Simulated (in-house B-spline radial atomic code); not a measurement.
Ionisation energies with and without relativity, with size and susceptibility from the Dirac run. Dirac energy differences include first-order Breit, QED and recoil terms. NIST's values go from ground level to ground level; the uncertainty of those that are theory runs from under 0.1 % in few-electron ions to several per cent in heavy many-electron ones. Computed with a radial B-spline atomic code at the basis-set limit: non-relativistic Hartree-Fock and Dirac-Hartree-Fock, averages of the configuration (point nuclei without relativity, finite nuclei with it).

```json
{"ion": "Cl2+", "configuration": "[Ne] 3s2 3p3", "configuration after": "[Ne] 3s2 3p2", "ionisation non-relativistic (eV)": "37.29", "ionisation Dirac Breit and QED (eV)": "37.28", "tabulated value (eV)": "39.8", "radius at density 0.001 (bohr)": "3.298", "diamagnetic susceptibility (10⁻⁶ cm³/mol)": "-12.344"}
{"ion": "Ar2+", "configuration": "[Ne] 3s2 3p4", "configuration after": "[Ne] 3s2 3p3", "ionisation non-relativistic (eV)": "41.38", "ionisation Dirac Breit and QED (eV)": "41.37", "tabulated value (eV)": "40.735", "radius at density 0.001 (bohr)": "3.188", "diamagnetic susceptibility (10⁻⁶ cm³/mol)": "-12.43"}
{"ion": "K2+", "configuration": "[Ne] 3s2 3p5", "configuration after": "[Ne] 3s2 3p4", "ionisation non-relativistic (eV)": "45.59", "ionisation Dirac Breit and QED (eV)": "45.58", "tabulated value (eV)": "45.8031", "radius at density 0.001 (bohr)": "3.079", "diamagnetic susceptibility (10⁻⁶ cm³/mol)": "-12.352"}
{"ion": "Ca2+", "configuration": "[Ne] 3s2 3p6", "configuration after": "[Ne] 3s2 3p5", "ionisation non-relativistic (eV)": "49.91", "ionisation Dirac Breit and QED (eV)": "49.91", "tabulated value (eV)": "50.91316", "radius at density 0.001 (bohr)": "2.976", "diamagnetic susceptibility (10⁻⁶ cm³/mol)": "-12.174"}
{"ion": "Sc2+", "configuration": "[Ar] 3d1", "configuration after": "[Ne] 3s2 3p6", "ionisation non-relativistic (eV)": "23.88", "ionisation Dirac Breit and QED (eV)": "23.74", "tabulated value (eV)": "24.75684", "radius at density 0.001 (bohr)": "3.081", "diamagnetic susceptibility (10⁻⁶ cm³/mol)": "-12.843"}
{"ion": "Ti2+", "configuration": "[Ar] 3d2", "configuration after": "[Ar] 3d1", "ionisation non-relativistic (eV)": "25.67", "ionisation Dirac Breit and QED (eV)": "25.52", "tabulated value (eV)": "27.49171", "radius at density 0.001 (bohr)": "3.107", "diamagnetic susceptibility (10⁻⁶ cm³/mol)": "-13.074"}
{"ion": "V2+", "configuration": "[Ar] 3d3", "configuration after": "[Ar] 3d2", "ionisation non-relativistic (eV)": "27.34", "ionisation Dirac Breit and QED (eV)": "27.18", "tabulated value (eV)": "29.3111", "radius at density 0.001 (bohr)": "3.092", "diamagnetic susceptibility (10⁻⁶ cm³/mol)": "-13.089"}
{"ion": "Cr2+", "configuration": "[Ar] 3d4", "configuration after": "[Ar] 3d3", "ionisation non-relativistic (eV)": "28.94", "ionisation Dirac Breit and QED (eV)": "28.75", "tabulated value (eV)": "30.959", "radius at density 0.001 (bohr)": "3.058", "diamagnetic susceptibility (10⁻⁶ cm³/mol)": "-12.988"}
{"ion": "Mn2+", "configuration": "[Ar] 3d5", "configuration after": "[Ar] 3d4", "ionisation non-relativistic (eV)": "30.47", "ionisation Dirac Breit and QED (eV)": "30.26", "tabulated value (eV)": "33.668", "radius at density 0.001 (bohr)": "3.015", "diamagnetic susceptibility (10⁻⁶ cm³/mol)": "-12.82"}
{"ion": "Fe2+", "configuration": "[Ar] 3d6", "configuration after": "[Ar] 3d5", "ionisation non-relativistic (eV)": "31.95", "ionisation Dirac Breit and QED (eV)": "31.72", "tabulated value (eV)": "30.651", "radius at density 0.001 (bohr)": "2.969", "diamagnetic susceptibility (10⁻⁶ cm³/mol)": "-12.614"}
{"ion": "Co2+", "configuration": "[Ar] 3d7", "configuration after": "[Ar] 3d6", "ionisation non-relativistic (eV)": "33.38", "ionisation Dirac Breit and QED (eV)": "33.13", "tabulated value (eV)": "33.5", "radius at density 0.001 (bohr)": "2.922", "diamagnetic susceptibility (10⁻⁶ cm³/mol)": "-12.388"}
{"ion": "Ni2+", "configuration": "[Ar] 3d8", "configuration after": "[Ar] 3d7", "ionisation non-relativistic (eV)": "34.78", "ionisation Dirac Breit and QED (eV)": "34.50", "tabulated value (eV)": "35.187", "radius at density 0.001 (bohr)": "2.875", "diamagnetic susceptibility (10⁻⁶ cm³/mol)": "-12.151"}
{"ion": "Cu2+", "configuration": "[Ar] 3d9", "configuration after": "[Ar] 3d8", "ionisation non-relativistic (eV)": "36.14", "ionisation Dirac Breit and QED (eV)": "35.84", "tabulated value (eV)": "36.841", "radius at density 0.001 (bohr)": "2.829", "diamagnetic susceptibility (10⁻⁶ cm³/mol)": "-11.91"}
{"ion": "Zn2+", "configuration": "[Ar] 3d10", "configuration after": "[Ar] 3d9", "ionisation non-relativistic (eV)": "37.48", "ionisation Dirac Breit and QED (eV)": "37.15", "tabulated value (eV)": "39.7233", "radius at density 0.001 (bohr)": "2.785", "diamagnetic susceptibility (10⁻⁶ cm³/mol)": "-11.669"}
{"ion": "Ga2+", "configuration": "[Ar] 3d10 4s1", "configuration after": "[Ar] 3d10", "ionisation non-relativistic (eV)": "29.18", "ionisation Dirac Breit and QED (eV)": "29.61", "tabulated value (eV)": "30.72576", "radius at density 0.001 (bohr)": "3.335", "diamagnetic susceptibility (10⁻⁶ cm³/mol)": "-14.005"}
```
